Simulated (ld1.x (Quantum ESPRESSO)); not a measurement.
## Transferability test, TM semilocal potential for gold

gold (Au), norm-conserving Troullier–Martins (semilocal form), made with ld1.x (Quantum ESPRESSO) 7.5 (LDA (PZ), scalar-relativistic). Core [Xe] 4f14, reference 5d10 6s1 6p0. Waves: 6s (bound): rc 2.10 bohr; 5d (bound): rc 1.95 bohr; 6p (bound, empty): rc 3.25 bohr. Local part: the p channel. Core correction: a·sin(br)/r model core inside 1.58 bohr.

Energies are relative to the spin-unpolarised reference configuration 5d10 6s1 6p0; without spin polarisation the order of configurations can differ from experiment. Spin-polarised rows fill each open shell by Hund’s rule, majority spin first.

Problem. Give the all-electron excitation energy and the error of the potential for: 5d10 6s0 6p0; 5d9 6s0 6p0; 5d8 6s0 6p0; 5d9 6s2 6p0; 5d10 6s0.5 6p0; 5d9 6s1 6p0; 5d7 6s0 6p0; 5d10 6s1 6p0 (spin-polarised); 5d9 6s0 6p0 (spin-polarised).

Solution.

| valence configuration | charge | ΔE all-electron (eV) | error AE − PS (meV) |
| --- | --- | --- | --- |
| 5d10 6s0 6p0 | +1 | 9.774 | -14 |
| 5d9 6s0 6p0 | +2 | 31.275 | -26 |
| 5d8 6s0 6p0 | +3 | 65.442 | -135 |
| 5d9 6s2 6p0 | 0 | 1.601 | -35 |
| 5d10 6s0.5 6p0 | +0.5 | 3.947 | -3.8 |
| 5d9 6s1 6p0 | +1 | 12.374 | -17 |
| 5d7 6s0 6p0 | +4 | 113.441 | -422 |
| 5d10 6s1 6p0 (spin-polarised) | 0 | -0.134 | +0.2 |
| 5d9 6s0 6p0 (spin-polarised) | +2 | 31.134 | +12 |
